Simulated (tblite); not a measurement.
C7H6Cl (doublet state).
InChI=1S/C7H6Cl/c1-6-4-2-3-5-7(6)8/h2,4-5H,1H3

Calculated harmonic vibrations of the isolated species, GFN2-xTB (tblite), most abundant isotopes, no scaling. Against measured fundamentals such values can be off by several per cent, at times by over 20. Open shells enter through the occupations alone, without spin polarisation, and single modes of such species can be off by tens of per cent.

Harmonic wavenumbers (cm⁻¹): 105.7, 139.9, 227.5, 234.8, 345.4, 382.5, 422.1, 468.9, 526.9, 621.9, 653.5, 775.9, 777.9, 839.1, 888.6, 995.4, 1019.1, 1031.1, 1091.3, 1138.9, 1205.2, 1238.5, 1254.8, 1380.7, 1402.9, 1418.5, 1471.0, 1480.4, 1529.2, 1596.1, 3010.3, 3023.7, 3052.1, 3065.3, 3091.2, 3093.3.

A = 3023, B = 1577, C = 1043 MHz; mass 125.016 u (most abundant isotopes); point group Cs, symmetry number 1; spin multiplicity 2.

Task: Zero-point energy?

Result: Half the sum of the wavenumbers: 22500 cm⁻¹ = 64.33 kcal/mol.

Task: Give the ideal-gas entropy at 200 K and 1 bar in the rigid-rotor, harmonic-oscillator model (classical rotation).

Result: Translation 38.43, rotation 27.37, vibration 9.52, spin (R ln 2) 1.38: S = 76.7 cal/(mol K).

Task: And Cp and H(200 K) − H(0)?

Result: Cp = 21.69 cal/(mol K), of which vibrations give 13.74 (their classical limit is 36 R = 71.5); H(200 K) − H(0) = 2.78 kcal/mol without the zero-point energy, 1.19 from vibrations.

Task: Blend soft modes into free rotors: weight 1/[1 + (100 cm⁻¹/ν̃)⁴] for the oscillator and the rest for a rotor with moment μB/(μ + B), μ = h/(8π²ν), B = 10⁻⁴⁴ kg m². What vibrational entropy results?

Result: 9.49 cal/(mol K) in place of 9.52, which changes −T·S at 200 K by 0.00 kcal/mol.

Task: Which modes carry the vibrational entropy at 200 K?

Result: 105.7 cm⁻¹: 2.58; 139.9 cm⁻¹: 2.06; 227.5 cm⁻¹: 1.22; 234.8 cm⁻¹: 1.17; 345.4 cm⁻¹: 0.62; 382.5 cm⁻¹: 0.50 cal/(mol K); the other 30 give 1.37 together.

Task: How do the functions run with temperature in this model?

Result: 
```csv
T (K),S (cal/(mol K)),Cp (cal/(mol K)),H − H(0) (kcal/mol),G − H(0) (kcal/mol),ln q(vib)
150,71.1,17.7,1.79,-8.87,1.09
250,82.0,25.7,3.96,-16.53,2.57
298.15,86.8,29.6,5.29,-20.59,3.36
400,96.6,37.3,8.71,-29.94,5.09
600,114.1,48.8,17.39,-51.05,8.61
900,136.0,59.3,33.76,-88.68,13.76
```

q(vib) and H(0) count from the zero-point level.

Hindered rotation and anharmonicity are outside this model.

The run took 0.45 s on an Arm Neoverse V1 with one thread, on a shared host. The figure is for the frequency step alone.
